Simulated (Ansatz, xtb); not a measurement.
## H2O2PSi: which of two structures lies lower

Structure X: a doublet given by its coordinates. Structure Y: `O[Si@@H]1O[P]1`, a doublet. Both are isolated molecules in the gas phase, relaxed with PBE0-D3(BJ)/def2-SVP; the shapes shown needn't be the lowest conformers.

X (Å):

```yaml
atoms:
  - { symbol: O, position_ang: [0.1230, -0.2162, -2.4911] }
  - { symbol: O, position_ang: [-2.0937, -1.0050, -2.5510] }
  - { symbol: P, position_ang: [-0.8790, -0.8184, -3.7200] }
  - { symbol: Si, position_ang: [-1.0917, -0.4027, -1.3212] }
  - { symbol: H, position_ang: [-1.5630, 0.8772, -0.7352] }
  - { symbol: H, position_ang: [-0.7656, -1.3989, -0.2701] }
```

Close contacts (Å): O1–P3 1.70, O1–Si4 1.70, O2–P3 1.70, O2–Si4 1.70, P3–Si4 2.44, Si4–H5 1.48, Si4–H6 1.48.

Y (Å):

```xyz
6

O    -2.1265    2.6786   -0.1423
O    -1.5567    0.4187    1.5160
P    -3.0237   -0.3874    1.0108
Si   -2.5683    1.7186    1.1192
H    -1.9010    2.2471   -0.9729
H    -2.8990    2.6300    2.2300
```

Quicker runs give these differences E(Y) − E(X): GFN2-xTB +30.3 kcal/mol; HF/STO-3G +39.2 kcal/mol (at GFN2-xTB geometries); r2SCAN-D4/def2-SVP +9.6 kcal/mol (at GFN2-xTB geometries).

Question: Estimate E(Y) − E(X) at the level CCSD(T)/def2-SVP + ΔMP2/def2-TZVPP.

Answer: Calculated at CCSD(T)/def2-SVP + ΔMP2/def2-TZVPP: E(Y) − E(X) = +15.9 kcal/mol, so structure X lies lower.

Level by level:

```json
{"level": "GFN2-xTB", "geometry": "GFN2-xTB", "E(Y) − E(X) (kcal/mol)": "+30.3", "departure from the last row (kcal/mol)": "+14.4", "job, with rough time for the two": "optimisation, 1.1 s"}
{"level": "HF/STO-3G", "geometry": "GFN2-xTB", "E(Y) − E(X) (kcal/mol)": "+39.2", "departure from the last row (kcal/mol)": "+23.3", "job, with rough time for the two": "single point, 2.4 s"}
{"level": "r2SCAN-D4/def2-SVP", "geometry": "GFN2-xTB", "E(Y) − E(X) (kcal/mol)": "+9.6", "departure from the last row (kcal/mol)": "−6.3", "job, with rough time for the two": "single point, 14 s"}
{"level": "PBE0-D3(BJ)/def2-SVP", "geometry": "PBE0-D3(BJ)/def2-SVP", "E(Y) − E(X) (kcal/mol)": "+11.3", "departure from the last row (kcal/mol)": "−4.6", "job, with rough time for the two": "optimisation, 2.4 min"}
{"level": "HF/def2-SVP", "geometry": "PBE0-D3(BJ)/def2-SVP", "E(Y) − E(X) (kcal/mol)": "+19.6", "departure from the last row (kcal/mol)": "+3.7", "job, with rough time for the two": "part of the CCSD(T) run"}
{"level": "MP2/def2-SVP", "geometry": "PBE0-D3(BJ)/def2-SVP", "E(Y) − E(X) (kcal/mol)": "+13.8", "departure from the last row (kcal/mol)": "−2.1", "job, with rough time for the two": "part of the CCSD(T) run"}
{"level": "CCSD(T)/def2-SVP", "geometry": "PBE0-D3(BJ)/def2-SVP", "E(Y) − E(X) (kcal/mol)": "+13.4", "departure from the last row (kcal/mol)": "−2.5", "job, with rough time for the two": "single point"}
{"level": "CCSD(T)/def2-SVP + ΔMP2/def2-TZVPP", "geometry": "PBE0-D3(BJ)/def2-SVP", "E(Y) − E(X) (kcal/mol)": "+15.9", "departure from the last row (kcal/mol)": "", "job, with rough time for the two": "single point, 82 s"}
```

The levels shown agree on the order. The largest departure from CCSD(T)/def2-SVP + ΔMP2/def2-TZVPP is that of HF/STO-3G, 23.3 kcal/mol. The last row adds to CCSD(T) the change of the MP2 difference between the two basis sets, here +2.5 kcal/mol.

With harmonic frequencies from PBE0-D3(BJ)/def2-SVP (ideal gas, rigid rotor, one conformer each, 400 K, 1 atm): the zero-point term adds +1.0 kcal/mol; ΔH is +17.5 and ΔG +15.6 kcal/mol.

Open shells are spin-unrestricted, with notable spin contamination under HF/STO-3G. The correlated steps freeze 12 core orbitals. Mirror images aren't counted in ΔG. Programs: Ansatz 0.2.0, xtb 6.7.1; the last row on 1 thread of AMD EPYC (Zen 3) on a shared host.
